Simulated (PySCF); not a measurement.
H3S (SMILES [SH3+]), charge +1, singlet, at a GFN2-xTB geometry; PySCF with DF-MP2/pcseg-1.

PySCF was given this input:
```python
from pyscf import gto, scf, mp

mol = gto.M(
    atom='''
S     0.10558214   -0.00190789    0.04613646
H    -0.31822157    0.99705449   -0.76565970
H    -0.35082551   -0.98045104   -0.77282250
H    -1.02026722    0.01392277    0.80029891
''',
    basis='pcseg-1',
    charge=1,
    verbose=4,
)

mf = scf.RHF(mol)
mf = mf.density_fit(auxbasis='def2-universal-jkfit')
mf.kernel()

pt = mp.MP2(mf)
pt.kernel()
print('E(MP2) = %.10f' % pt.e_tot)
```

Task: Write the output that PySCF gives for this input, abridged.

Result: 
```
PySCF version 2.14.0

[INPUT] verbose = 4
[INPUT] num. atoms = 4
[INPUT] num. electrons = 18
[INPUT] charge = 1
[INPUT] spin (= nelec alpha-beta = 2S) = 0
[INPUT] symmetry False subgroup None
[INPUT] Mole.unit = angstrom
[INPUT] Symbol           X                Y                Z      unit          X                Y                Z       unit  Magmom
[INPUT]  1 S      0.105582140000  -0.001907890000   0.046136460000 AA    0.199521328245  -0.003605389576   0.087185273757 Bohr   0.0
[INPUT]  2 H     -0.318221570000   0.997054490000  -0.765659700000 AA   -0.601351614229   1.884159917368  -1.446887137617 Bohr   0.0
[INPUT]  3 H     -0.350825510000  -0.980451040000  -0.772822500000 AA   -0.662964131411  -1.852783944145  -1.460422867902 Bohr   0.0
[INPUT]  4 H     -1.020267220000   0.013922770000   0.800298910000 AA   -1.928025619671   0.026310222195   1.512345757688 Bohr   0.0

nuclear repulsion = 19.545770222388
number of shells = 9
number of NR pGTOs = 65
number of NR cGTOs = 33
basis = pcseg-1
ecp = {}

******** <class 'pyscf.df.df_jk.DFRHF'> ********
method = DFRHF
initial guess = minao
damping factor = 0
level_shift factor = 0
DIIS = <class 'pyscf.scf.diis.CDIIS'>
diis_start_cycle = 1
diis_space = 8
diis_damp = 0
SCF conv_tol = 1e-09
SCF conv_tol_grad = None
SCF max_cycles = 50
direct_scf = False
Set gradient conv threshold to 3.16228e-05
Initial guess from minao.
******** <class 'pyscf.df.df.DF'> ********
auxbasis = def2-universal-jkfit
init E= -399.152597649173
  HOMO = -0.4313887749486  LUMO = 0.0800360909185881  gap/eV = 13.91658
cycle= 1 E= -398.893908970095  delta_E= 0.259  |g|= 0.318  |ddm|= 1.66
  HOMO = -0.825455285960557  LUMO = -0.153670821150973  gap/eV = 18.28019
cycle= 2 E= -398.937568381948  delta_E= -0.0437  |g|= 0.0779  |ddm|= 0.502
  HOMO = -0.784206776339069  LUMO = -0.116605016127154  gap/eV = 18.16637
cycle= 3 E= -398.939953823312  delta_E= -0.00239  |g|= 0.0219  |ddm|= 0.117
  HOMO = -0.788217430249205  LUMO = -0.114937438609563  gap/eV = 18.32088
cycle= 4 E= -398.940256453175  delta_E= -0.000303  |g|= 0.00421  |ddm|= 0.0367
  HOMO = -0.787685142827495  LUMO = -0.114467915400201  gap/eV = 18.31917
cycle= 5 E= -398.940269170242  delta_E= -1.27e-05  |g|= 0.000908  |ddm|= 0.0087
  HOMO = -0.788131522189057  LUMO = -0.114616985189776  gap/eV = 18.32726
cycle= 6 E= -398.940269602054  delta_E= -4.32e-07  |g|= 0.000127  |ddm|= 0.0022
  HOMO = -0.78812571943194  LUMO = -0.114606023209151  gap/eV = 18.32740
cycle= 7 E= -398.940269613278  delta_E= -1.12e-08  |g|= 1.83e-05  |ddm|= 0.000353
  HOMO = -0.788128811786131  LUMO = -0.114606708495629  gap/eV = 18.32747
cycle= 8 E= -398.940269613562  delta_E= -2.84e-10  |g|= 2.48e-06  |ddm|= 5.52e-05
  HOMO = -0.78812813718118  LUMO = -0.114606201893315  gap/eV = 18.32747
Extra cycle  E= -398.940269613565  delta_E= -3.07e-12  |g|= 7.99e-07  |ddm|= 6.3e-06
converged SCF energy = -398.940269613565

******** <class 'pyscf.mp.dfmp2.DFRMP2'> ********
nocc = 9, nmo = 33
E(DFRMP2) = -399.087081373407  E_corr = -0.146811759842014
E(SCS-DFRMP2) = -399.092085016706  E_corr = -0.151815403140702
E_corr(same-spin) = -0.0281062023112091
E_corr(oppo-spin) = -0.118705557530805
E(MP2) = -399.0870813734
```
